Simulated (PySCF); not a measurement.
A PySCF script (with the pyscf-properties extension) for the NMR shieldings of SMILES [Si@@H](C=C)(N=C)C(=O)OC, C$_{5}$H$_{9}$NO$_{2}$Si, on a GFN2-xTB geometry:

```python
import basis_set_exchange as bse
import numpy as np
from pyscf import gto, dft
from pyscf.prop import nmr

atoms = """
C    -2.898019   -1.821596   -0.498064
C    -1.594183   -1.633793   -0.627463
Si   -0.628326   -0.224681    0.160225
N    -0.977270    1.172412   -0.776708
C    -1.378521    2.334555   -0.556055
C     1.238618   -0.506475   -0.182660
O     1.747317   -1.549809   -0.510000
O     1.936263    0.616087    0.020292
C     3.345404    0.555522   -0.181817
H    -3.414227   -2.650384   -0.958470
H    -3.513526   -1.148201    0.076912
H    -1.024169   -2.344848   -1.212240
H    -0.805166   -0.182979    1.621939
H    -1.495052    3.020576   -1.391328
H    -1.631131    2.732453    0.429461
H     3.569379   -0.035616   -1.071590
H     3.826224    0.092673    0.682423
H     3.687627    1.580424   -0.301274
"""
names = dict.fromkeys(["C", "Si", "N", "O", "H"], "pcSseg-1")
basis = {el: gto.basis.parse(bse.get_basis(n, elements=[el], fmt="nwchem")) for el, n in names.items()}
mol = gto.M(atom=atoms, basis=basis, charge=0, verbose=0)
mf = dft.RKS(mol, xc="PBE0")
mf.grids.level = 2
mf.grids.alignment = dft.numint.BLKSIZE   # the property module wants whole blocks of grid points
mf.conv_tol = 1e-9
mf.kernel()

calc = nmr.RKS(mf)   # GIAO
C = mf.mo_coeff
Co = C[:, mf.mo_occ > 0]
resp = mf.gen_response(singlet=True, hermi=2)
def vind(x):   # induced exchange potential for any number of trial vectors
    d = np.einsum("pi,xij,qj->xpq", C, 2 * x.reshape(-1, C.shape[1], Co.shape[1]), Co, optimize=True)
    return np.einsum("xpq,pi,qj->xij", resp(d - d.transpose(0, 2, 1)), C, Co, optimize=True).ravel()
mo1, _ = nmr.rhf.solve_mo1(calc, with_cphf=vind)
sigma = calc.kernel(mo1)
for i, s in enumerate(sigma):   # ppm
    w = np.linalg.eigvalsh((s + s.T) / 2)
    print("%2d %-2s iso %8.1f  s11 %8.1f  s22 %8.1f  s33 %8.1f" % (i, mol.atom_pure_symbol(i), w.mean(), *w))
```

Q: Give the expected output.

A: 
```
 0 C  iso     43.0  s11    -85.8  s22     46.3  s33    168.7
 1 C  iso     45.4  s11    -74.5  s22     33.6  s33    177.1
 2 Si iso    401.4  s11    373.7  s22    384.4  s33    446.1
 3 N  iso   -152.3  s11   -560.6  s22   -184.3  s33    288.1
 4 C  iso     13.9  s11    -78.1  s22     -9.5  s33    129.3
 5 C  iso     -0.3  s11   -100.3  s22     25.4  s33     74.0
 6 O  iso   -164.1  s11   -523.5  s22   -272.6  s33    304.0
 7 O  iso    119.7  s11    -91.9  s22    212.9  s33    238.2
 8 C  iso    135.6  s11    101.6  s22    126.3  s33    178.8
 9 H  iso     25.1  s11     21.9  s22     24.5  s33     28.7
10 H  iso     25.7  s11     21.9  s22     24.9  s33     30.3
11 H  iso     24.7  s11     22.0  s22     23.9  s33     28.1
12 H  iso     26.5  s11     23.5  s22     25.2  s33     30.7
13 H  iso     23.0  s11     22.0  s22     22.6  s33     24.4
14 H  iso     22.9  s11     20.5  s22     22.4  s33     25.6
15 H  iso     27.1  s11     23.3  s22     25.8  s33     32.1
16 H  iso     28.2  s11     24.0  s22     26.0  s33     34.5
17 H  iso     28.1  s11     24.2  s22     26.9  s33     33.3
```

These numbers come from an equivalent density-fitted implementation of the same equations, which agrees with the script to about 0.01 ppm for H and up to a few tenths of a ppm for heavy atoms, so last digits may differ.

Q: Turn these shieldings into chemical shifts. Referencing at the same level of theory: TMS for ¹³C (σ = 186.93 ppm) and ²⁹Si (σ = 349.16 ppm) and ¹H (σ = 31.72 ppm); ¹⁵N (σ = 267.73 ppm) vs NH3; H2O for ¹⁷O (σ = 336.08 ppm).

A: Averaging equivalent atoms: C 5: 187.2; C 4: 173.0; C 0: 143.9; C 1: 141.5; C 8: 51.4; Si 2: -52.2; N 3: 420.0; O 6: 500.1; O 7: 216.4; H 14: 8.85; H 13: 8.71; H 11: 7.04; H 9: 6.66; H 10: 5.98; H 12: 5.27; H 15/16/17: 3.92 ppm. Unscaled 17O shifts of doubly bonded oxygen tend to come out too high, by tens of ppm or more. Experimental scales use liquid or dissolved standards, which lie at an offset from isolated NH3 (liquid NH3: subtract about 20 ppm) and H2O (liquid H2O: subtract about 36 ppm). Unscaled 15N shifts of sp2 nitrogen come out 20 to 40 ppm too high even then.

Size and cost of the density-fitted run: 205 basis functions, 44 s wall time on 1 thread of an Arm Neoverse V2, shared host; peak memory 0.91 GiB.
